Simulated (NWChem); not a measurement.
The numbers come from NWChem runs, not from measurements. System: H2O2Zn, charge 0, spin multiplicity 1, at a geometry optimised with PBE0/def2-SVP. The structure started from a generated list of species. Level: PBE0/def2-SVP.

Output (cleaned and shortened):

```
             Northwest Computational Chemistry Package (NWChem) 7.3.0
             --------------------------------------------------------

                                NWChem Input Module
                                -------------------

 Scaling coordinates for geometry "geometry" by  1.889725989
 (inverse scale =  0.529177249)

                             Geometry "geometry" -> ""
                             -------------------------

 Output coordinates in angstroms (scale by  1.889725989 to convert to a.u.)

  No.       Tag          Charge          X              Y              Z
 ---- ---------------- ---------- -------------- -------------- --------------
    1 Zn                  30.0000     0.00000000     0.00000000     0.00660400
    2 O                    8.0000     0.21390200     1.75224600    -0.07107400
    3 H                    1.0000    -0.40498800     2.25277200     0.46953000
    4 O                    8.0000    -0.21390200    -1.75224600    -0.07107400
    5 H                    1.0000     0.40498800    -2.25277200     0.46953000

 Effective nuclear repulsion energy (a.u.)     177.9494719559

            Nuclear Dipole moment (a.u.)
            ----------------------------
        X                 Y               Z
 ---------------- ---------------- ----------------
     0.0000000000    -0.0000000000    -0.0000075589


 Summary of "ao basis" -> "" (spherical)
 ------------------------------------------------------------------------------
       Tag                 Description            Shells   Functions and Types
 ---------------- ------------------------------  ------  ---------------------
 *                          def2-svp                  on all atoms

                                 NWChem DFT Module
                                 -----------------

 Summary of "ao basis" -> "ao basis" (spherical)
 ------------------------------------------------------------------------------
       Tag                 Description            Shells   Functions and Types
 ---------------- ------------------------------  ------  ---------------------
 Zn                         def2-svp                11       31   5s3p2d1f
 O                          def2-svp                 6       14   3s2p1d
 H                          def2-svp                 3        5   2s1p

 Summary of "ao basis" -> "ao basis" (spherical)
 ------------------------------------------------------------------------------
[...]
    13     -0.169386  1 Zn py                10      0.113817  1 Zn py

 Vector   23  Occ=2.000000D+00  E=-2.882609D-01
              MO Center= -1.4D-06, -1.3D-05, -5.4D-02, r^2= 3.6D+00
   Bfn.  Coefficient  Atom+Function         Bfn.  Coefficient  Atom+Function
  ----- ------------  ---------------      ----- ------------  ---------------
    35      0.327626  2 O  px                54     -0.327627  4 O  px
    37      0.273370  2 O  pz                56      0.273374  4 O  pz
    38      0.258186  2 O  px                57     -0.258187  4 O  px
    40      0.217964  2 O  pz                59      0.217967  4 O  pz
    15     -0.161784  1 Zn d -2              14      0.134539  1 Zn pz

 Vector   24  Occ=2.000000D+00  E=-2.831994D-01
              MO Center=  1.5D-06,  1.4D-05, -8.2D-02, r^2= 3.6D+00
   Bfn.  Coefficient  Atom+Function         Bfn.  Coefficient  Atom+Function
  ----- ------------  ---------------      ----- ------------  ---------------
    37      0.376150  2 O  pz                56     -0.376147  4 O  pz
    40      0.301139  2 O  pz                59     -0.301137  4 O  pz
    35      0.192589  2 O  px                54      0.192586  4 O  px
    16     -0.187871  1 Zn d -1              38      0.154250  2 O  px
    57      0.154248  4 O  px                12      0.103458  1 Zn px

 Vector   25  Occ=0.000000D+00  E=-2.510282D-02
              MO Center=  2.9D-08, -4.6D-08,  1.3D-01, r^2= 5.2D+00
   Bfn.  Coefficient  Atom+Function         Bfn.  Coefficient  Atom+Function
  ----- ------------  ---------------      ----- ------------  ---------------
     5      0.908678  1 Zn s                 34     -0.349029  2 O  s
    53     -0.349029  4 O  s                 19     -0.203042  1 Zn d  2
     3     -0.181004  1 Zn s                 36      0.171397  2 O  py
    55     -0.171397  4 O  py                 4      0.166505  1 Zn s
    39      0.143532  2 O  py                58     -0.143532  4 O  py

 Vector   26  Occ=0.000000D+00  E= 8.358924D-02
              MO Center= -1.8D-08, -9.0D-08,  1.7D-01, r^2= 3.7D+00
   Bfn.  Coefficient  Atom+Function         Bfn.  Coefficient  Atom+Function
  ----- ------------  ---------------      ----- ------------  ---------------
    12      0.884243  1 Zn px                47     -0.473941  3 H  s
    66      0.473941  5 H  s                 34      0.252335  2 O  s
    53     -0.252335  4 O  s                  9     -0.230732  1 Zn px
    38     -0.225249  2 O  px                57     -0.225249  4 O  px
    35     -0.187376  2 O  px                54     -0.187376  4 O  px

 Vector   27  Occ=0.000000D+00  E= 9.179693D-02
              MO Center=  4.2D-09,  3.2D-08, -8.9D-02, r^2= 2.5D+00
   Bfn.  Coefficient  Atom+Function         Bfn.  Coefficient  Atom+Function
  ----- ------------  ---------------      ----- ------------  ---------------
    14      1.052264  1 Zn pz                11     -0.271841  1 Zn pz
     5     -0.225702  1 Zn s                 40     -0.162141  2 O  pz
    59     -0.162141  4 O  pz                37     -0.156973  2 O  pz
    56     -0.156973  4 O  pz                 4      0.137728  1 Zn s
     8      0.086728  1 Zn pz                46     -0.079608  3 H  s

 center of mass
 --------------
 x =   0.00000000 y =  -0.00000000 z =  -0.01746364

 moments of inertia (a.u.)
 ------------------
         389.425392421588         -36.250232890650           0.000000000000
         -36.250232890650           8.551449135194           0.000000000000
           0.000000000000           0.000000000000         393.688791292320

     Multipole analysis of the density
     ---------------------------------

     L   x y z        total         alpha         beta         nuclear
     -   - - -        -----         -----         ----         -------
     0   0 0 0     -0.000000    -24.000000    -24.000000     48.000000

     1   1 0 0      0.000000      0.000000      0.000000      0.000000
     1   0 1 0      0.000000      0.000000      0.000000     -0.000000
     1   0 0 1      0.737501      0.368754      0.368754     -0.000008

     2   2 0 0    -17.269086    -10.527378    -10.527378      3.785670
     2   1 1 0     -4.615750     -9.757564     -9.757564     14.899379
     2   1 0 1      0.000000      0.000000      0.000000      0.000000
     2   0 2 0    -21.853643   -116.765704   -116.765704    211.677766
     2   0 1 1     -0.000000     -0.000000     -0.000000      0.000000
     2   0 0 2    -17.020557     -9.444200     -9.444200      1.867843

 Task  times  cpu:        4.4s     wall:        4.4s

 Total times  cpu:        4.4s     wall:        4.4s
```

Q: Write an NWChem input that would produce this output.

A: One answer among several that fit: 
```
start mol
memory heap 200 mb stack 900 mb global 1100 mb
geometry units angstroms nocenter noautoz noautosym
  Zn     0.000000     0.000000     0.006604
  O      0.213902     1.752246    -0.071074
  H     -0.404988     2.252772     0.469530
  O     -0.213902    -1.752246    -0.071074
  H      0.404988    -2.252772     0.469530
end
basis spherical
  * library def2-svp
end
dft
  xc pbe0
  semidirect memsize 60000000 filesize 0
  iterations 100
end
task dft energy
```
